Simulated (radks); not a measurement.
Neutral silver, configuration [Kr] 4d10 5s1 (the NIST ground configuration).

Method: scalar-relativistic Kohn-Sham, r2SCAN, spin-polarised, spherical densities, finite nucleus; open shells are filled with parallel spins first (spin-orbit coupling, left out, can overturn this in heavy ions); meta-GGA in the generalised Kohn-Sham scheme; Fermi nuclear charge, rms radius 4.5454 fm; hard spherical wall at 2.5 bohr; computed with a radial shooting solver on a logarithmic mesh with Libxc functionals.

Energy parts (eV):
total: -144582.148
kinetic: 150677.602
electron-nucleus: -351165.859
Hartree: 60024.470
exchange-correlation: -4118.362

Orbitals (lengths in bohr, moments of r in powers of bohr; <r^-3> diverges for s and p1/2; r(max) is where P^2 peaks):
| orbital | occ. | eigenvalue (eV) | <r> | r(max) | <r^-3> | <1/r> |
|---|---|---|---|---|---|---|
| 1s up | 1 | -25348.72 | 0.03111 | 0.02016 | - | 49.43 |
| 1s down | 1 | -25348.60 | 0.03112 | 0.02016 | - | 49.43 |
| 2s up | 1 | -3720.207 | 0.1349 | 0.1139 | - | 11.24 |
| 2s down | 1 | -3720.154 | 0.1349 | 0.1139 | - | 11.24 |
| 2p up | 3 | -3330.815 | 0.1177 | 0.09117 | 3778 | 10.85 |
| 2p down | 3 | -3330.743 | 0.1177 | 0.09117 | 3778 | 10.85 |
| 3s up | 1 | -664.5158 | 0.3680 | 0.3322 | - | 3.953 |
| 3s down | 1 | -664.3712 | 0.3680 | 0.3323 | - | 3.953 |
| 3p up | 3 | -535.6149 | 0.3675 | 0.3257 | 676.0 | 3.759 |
| 3p down | 3 | -535.4565 | 0.3674 | 0.3257 | 676.1 | 3.759 |
| 3d up | 5 | -332.6548 | 0.3465 | 0.2747 | 91.77 | 3.523 |
| 3d down | 5 | -332.4952 | 0.3465 | 0.2747 | 91.80 | 3.524 |
| 4s up | 1 | -74.3418 | 0.9300 | 0.8312 | - | 1.474 |
| 4s down | 1 | -73.8678 | 0.9295 | 0.8326 | - | 1.473 |
| 4p up | 3 | -37.8118 | 1.016 | 0.8899 | 103.5 | 1.321 |
| 4p down | 3 | -37.3321 | 1.013 | 0.8913 | 103.5 | 1.323 |
| 4d up | 5 | 15.5244 | 1.198 | 1.055 | 9.652 | 1.065 |
| 4d down | 5 | 16.2249 | 1.190 | 1.052 | 9.785 | 1.072 |
| 5s up | 1 | 43.5878 | 1.552 | 1.737 | - | 0.8947 |
| 5s down | 0 | 45.9246 | 1.549 | 1.732 | - | 0.8980 |
| 5p up | 0 | 62.6194 | 1.537 | 1.795 | 67.11 | 0.9290 |
| 5p down | 0 | 64.8425 | 1.538 | 1.794 | 66.89 | 0.9274 |
| 4f up | 0 | 68.3492 | 1.425 | 1.505 | 0.8773 | 0.7892 |
| 4f down | 0 | 69.3856 | 1.416 | 1.483 | 0.8972 | 0.7948 |
| 6s down | 0 | 185.8465 | 1.481 | 2.078 | - | 1.071 |
| 6s up | 0 | 186.1936 | 1.467 | 2.074 | - | 1.083 |

The highest occupied level is 5s up at 43.588 eV. The electron density at the nucleus is 1.494e+05 e/bohr^3 (large components only). The density falls to 0.001 e/bohr^3 at r = 2.43 bohr. The spin density at the nucleus is 116.0 e/bohr^3 (1s 0.9, 2s 0.4, 3s 0.2, 4s 0.8, 5s 113.7). The pressure on the wall is 2570 GPa.
